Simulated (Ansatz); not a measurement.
The first iterations of a band of AlBrCl2H2 (6 atoms, charge 0, multiplicity 1).

Theory: RKS PBE-D4/def2-SVP (Ansatz 0.2.0).

```yaml
movable_images: 5
climbing_image: yes
spring: 5.0 eV/Å²
optimiser: quadratic models (default)
start_path: through a guess of the saddle point
force_threshold: 0.05 eV/Å
iteration_limit: 60
end_points: relaxed
```

Initial state:

```xyz
6
Properties=species:S:1:pos:R:3
Al 0.007 0.148 0.004
H 0.003 0.743 1.473
Cl 1.805 0.098 -1.120
Cl -1.802 0.016 -1.096
Br 0.072 -2.493 0.952
H 0.071 -2.044 2.321
```

Final state:

```xyz
6
Properties=species:S:1:pos:R:3
Al 0.026 -0.769 -0.229
H 0.012 0.277 1.802
Cl 1.808 0.222 -0.737
Cl -1.805 0.143 -0.712
Br 0.078 -2.935 0.399
H 0.036 -0.471 2.012
```

| iteration | highest image above the first end (eV) | largest band force component (eV/Å) |
| --- | --- | --- |
| 1 | 0.911 | 2.401 |
| 2 | 0.132 | 0.598 |

**Question.** Does the band converge within its limit, and where does its top end?

**Answer.** The run converged. It ended after 7 iterations with the highest image 0.114 eV above the first end. A vibrational analysis at the climbing image gives one clearly imaginary mode, 204i cm⁻¹: a first-order saddle point. The orbitals stay closed-shell, which can raise the energy where a bond breaks towards radicals; this wasn't checked here.

Run time: 52 s on 2 threads of Arm Neoverse V2, with other jobs on the host, peak memory 0.14 GiB.
